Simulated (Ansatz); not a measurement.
The cluster In3Sb2⁺, relaxed as a singlet with RKS r2SCAN-D4/def2-SVP in Ansatz, starting from the GFN1-xTB geometry. Force threshold 0.02 eV/Å.

In the def2 sets In, Sb take a core potential; there is no spin–orbit coupling. The restricted singlet is unstable towards broken spin symmetry at other levels; at r2SCAN-D4/def2-SVP this wasn't settled. The structure comes from a short search, and lower isomers may exist.

Start:

```tsv
atom	x (Å)	y (Å)	z (Å)
In1	0.723	-2.703	-0.759
In2	-1.056	-0.812	-2.022
In3	0.433	2.070	2.474
Sb4	-1.270	1.311	0.063
Sb5	1.171	0.133	0.244
```

Task: Estimate the energy that the relaxation releases and the steps that it takes.

Result: 28.7 kJ/mol, in 8 steps; 28 s on 4 threads of Arm Neoverse V1 on a shared host. No frequencies were taken in this run, so the end may be a saddle point.

Task: Does the start keep its bonding and symmetry?

Result: By distances, no bond broke or formed. The bond that changes most is In1–Sb5, from 3.04 to 3.33 Å (atoms count from 1).

Task: Predict the relaxed structure.

Result: 
```tsv
atom	x (Å)	y (Å)	z (Å)
In1	1.115	-2.986	-1.141
In2	-1.172	-0.763	-1.875
In3	0.543	2.392	2.478
Sb4	-1.200	1.549	-0.082
Sb5	0.714	-0.192	0.619
```
Bond lengths (bridged metal pairs left out): 5 × In–Sb 2.93 to 3.33 Å; 1 × Sb–Sb 2.68 Å.
